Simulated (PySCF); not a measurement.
Geometry:
```tsv
atom	x (Å)	y (Å)	z (Å)
F1	3.755	-0.154	-0.811
C2	2.473	0.091	-1.190
C3	1.509	-0.094	-0.014
F4	1.846	0.758	1.005
F5	1.679	-1.334	0.543
O6	0.266	0.098	-0.435
C7	-0.794	-0.042	0.588
Si8	-1.785	-1.596	0.084
Si9	-1.650	1.666	0.620
H10	2.406	1.124	-1.540
H11	2.204	-0.616	-1.980
H12	-0.312	-0.221	1.551
H13	-2.329	-1.355	-1.251
H14	-0.883	-2.746	0.059
H15	-2.847	-1.780	1.073
H16	-2.180	1.920	-0.718
H17	-2.714	1.608	1.622
H18	-0.652	2.679	0.963
```

[PySCF 2.14: NMR shieldings at PBE0/pcSseg-1/GIAO; GFN2-xTB structure; equivalent nuclei averaged; one conformer; isolated molecule; non-relativistic Hamiltonian]

References, each an isolated molecule treated in the same way: TMS for ¹³C and ¹H and ²⁹Si; ¹⁹F against CFCl3; ¹⁷O against H2O.

```
                  atoms  nucleus  count  δ (ppm)
                     C7      ¹³C      1     55.7
                Si8/Si9     ²⁹Si      2    -68.0
H13/H14/H15/H16/H17/H18       ¹H      6     4.11
                     C2      ¹³C      1        ?
                H10/H11       ¹H      2     4.69
                  F4/F5      ¹⁹F      2   -103.5
                     F1      ¹⁹F      1        ?
                     C3      ¹³C      1    129.1
                    H12       ¹H      1     4.74
                     O6      ¹⁷O      1        ?
```

Task: Estimate the values marked ?.

Result: 
- C2: 86.1 ppm, sp3 CH2 bonded to F; pulled downfield by the heteroatom
- F1: -266.4 ppm, fluorine on an sp3 carbon
- O6: 91.2 ppm, ether oxygen

Shifts are as computed. Against solution values, carbons near 30 ppm lie about +3 ppm off and those near 130 ppm about +5 ppm. Of 1309 compounds with measured shifts, 239 miss one by over three times the rms of a fit or turn the order of signals round; such compounds aren't used in these exercises. Unscaled 19F shifts against computed CFCl3 carry errors that often reach 10 to 50 ppm. Experimental scales use liquid or dissolved standards, which lie at an offset from isolated H2O (liquid H2O: subtract about 36 ppm).
